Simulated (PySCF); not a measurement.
Pb(OMe)(SH), SMILES C[O][Pb][SH] at its PBE0/def2-SVP optimised geometry (Å):

```
8

Pb    -1.1923    -1.1853     0.0000
O     -1.4055     0.9018     0.0000
C     -0.4183     1.8800    -0.0012
H     -0.5058     2.5272     0.8933
H      0.6149     1.4777    -0.0117
H     -0.5198     2.5378    -0.8864
S      1.3720    -1.1853     0.0000
H      1.4055    -2.5378    -0.0042
```

Method: PBE0/def2-TZVP, def2 effective core potentials past Kr in PySCF 2.14.0. The core electrons that the potentials of Pb replace are not part of the density.

Map of the deformation density (molecule minus spherical neutral atoms) (e/bohr³) on the plane z = 1.0 Å:

```
|111111111111111111111111111|
|111111111111111111111111111|
|111111111111111111111111111|
|111111111111111111111111111|
|111111111110001111111111111|
|111111111100000111111111111|
|111111111002510011111111111|
|111111111005920011111111111|
|111111111002310011111111111|
|111111111000000001111111111|
|111111111110000011111111111|
|111111112221000011111111111|
|111111111221000111111111111|
|111111111111001111111111111|
|111111100000011111111111111|
|111111111000012222211111111|
|111111111100012333211111111|
|111111111110012222111111111|
|111111111111111111111111111|
|111111111111111111111111111|
|111111111111111111111111111|
|111111111111111111111111111|
|111111111111111111111111111|
|111111111111111111111111111|
|111111111111111111111111111|
|111111111111111111111111111|
|111111111111111111111111111|
```
Scale: ten equal steps from -0.008 (start of '0') to 0.048 (end of '9'), in the order '0123456789'; x runs from -5.00 to 5.00, y from -5.00 (bottom) to 5.00 (top).
